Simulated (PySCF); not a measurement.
**Electronic absorption of C4H5FN2**

Compound: C4H5FN2.
SMILES: `c1(ncc(C)[nH]1)F`

The calculation used PySCF, TDDFT wB97X-D/def2-SVPD, vertical, gas phase, core orbitals frozen in the response. Geometry: PBE0-D3(BJ)/def2-SVP; no solvent, vibrations or thermal averaging.

```
state  E (eV)  E (kJ/mol)  λ (nm)       f  symmetry  main configurations (H = HOMO, L = LUMO)
   S1    6.25         603   198.5  0.0003         –                                 H→L (92%)
   S2    6.62         638   187.4   0.224        A′                               H→L+1 (94%)
   S3    7.16         691   173.2  0.0017         –                               H→L+2 (89%)
   S4    7.27         701   170.6   0.042        A′                H→L+4 (69%), H-2→L+1 (19%)
   S5    7.32         706   169.3  0.0074        A″                               H→L+3 (83%)
   S6    7.43         717   166.8  0.0007         –                             H-1→L+1 (87%)
```

The lowest singlet lies at 6.25 eV (199 nm, vacuum ultraviolet) and is dark (f under 0.0005); its leading configuration is HOMO→LUMO (92%). The most intense listed level is S2 at 6.62 eV (187 nm, f = 0.224), 0.37 eV above S1. Löwdin shares by element: HOMO carbon 66% or more, nitrogen 9% or more (atoms not listed hold the other 24%); LUMO carbon 44% or more, hydrogen 19% or more (atoms not listed hold the other 37%). The listed states span 1.19 eV, and the widest gap between neighbours is 0.54 eV (S2 to S3). Weighted by f, the mean energy of these states is 6.74 eV. The oscillator strengths of these states sum to 0.276; summed over the whole spectrum of an exact calculation they would give the number of electrons, 52 (Thomas–Reiche–Kuhn). Symmetry labels in Cs follow from the direction of the transition dipole and are given only for states with f of 0.002 or more. The window holds the lowest 6 singlets.
